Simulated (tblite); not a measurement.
Species: C5H8NS (doublet state).
Numbering: `[N:1]=[CH:2][C@@H:3]1[CH2:4][CH2:5][CH2:6][S:7]1` (hydrogens: H8 on C2; H9 on C3; H10, H11 on C4; H12, H13 on C5; H14, H15 on C6)

The geometry is computed with GFN2-xTB (gas phase). This method treats the open shell by occupation alone, without spin polarisation.

**Question.** List the bond lengths, angles and torsions at this level.

**Answer.** 
```
  bond  length (Å)   order
 N1=C2       1.215  double
 C2–C3       1.538  single
 C3–C4       1.524  single
 C4–C5       1.525  single
 C5–C6       1.521  single
 C6–S7       1.835  single
 C3–S7       1.815  single
 C2–H8       1.096  single
 C3–H9       1.089  single
C4–H10       1.093  single
C4–H11       1.091  single
C5–H12       1.090  single
C5–H13       1.092  single
C6–H14       1.088  single
C6–H15       1.090  single
```

Orders are formal, as drawn. A selection of angles:
```
     angle  degrees
  N1–C2–C3    124.5
  N1–C2–H8    123.7
  C3–C2–H8    111.8
  C2–C3–C4    111.2
  C2–C3–S7    110.0
  C2–C3–H9    107.8
  C4–C3–S7    106.4
  C4–C3–H9    113.3
  S7–C3–H9    108.2
  C3–C4–C5    106.8
 C3–C4–H10    109.0
 C3–C4–H11    110.7
 C5–C4–H10    109.8
 C5–C4–H11    112.0
H10–C4–H11    108.4
  C4–C5–C6    106.4
 C4–C5–H12    111.5
 C4–C5–H13    110.1
 C6–C5–H12    110.6
 C6–C5–H13    110.1
H12–C5–H13    108.0
  C5–C6–S7    106.6
 C5–C6–H14    113.3
 C5–C6–H15    111.8
 S7–C6–H14    108.6
 S7–C6–H15    107.0
H14–C6–H15    109.3
  C3–S7–C6     94.1
```

Dihedral angles: N1–C2–C3–C4 -123° (anticlinal); C2–C3–C4–C5 -82° (synclinal); C3–C4–C5–C6 -48° (synclinal); C4–C5–C6–S7 35° (synclinal); C5–C6–S7–C3 -12° (synperiplanar); C2–C3–S7–C6 106° (anticlinal).

Of the pairs four or more bonds apart, H8···H13 is among the closest relative to their van der Waals radii: 2.29 Å, 95 % of the sum of Bondi's values. C2 (carbon bonded to C, N and H) is planar (angles 124.5°, 123.7° and 111.8°, sum 360.0°, 0.00 Å off the plane of its three neighbours). The C–S distances run from 1.815 Å (C3–S7, drawn single) to 1.835 Å (C6–S7, drawn single), a spread of 0.020 Å. The 5-membered ring C3–C4–C5–C6–S7 has internal angles of 94.1° to 106.8° (sum 520°, against 540° for a flat polygon); it is puckered, 0.19 Å rms from its mean plane, widest ring torsion 48°.

Point group: C1 (no symmetry element, even within 0.4 Å). Its GFN2-xTB frequencies are all real (lowest 58 cm⁻¹). 3 starts were optimised and ended at 0.00, 0.83 and 0.83 kcal/mol (GFN2-xTB); the lowest of these is shown.

One conformer stands for the species.
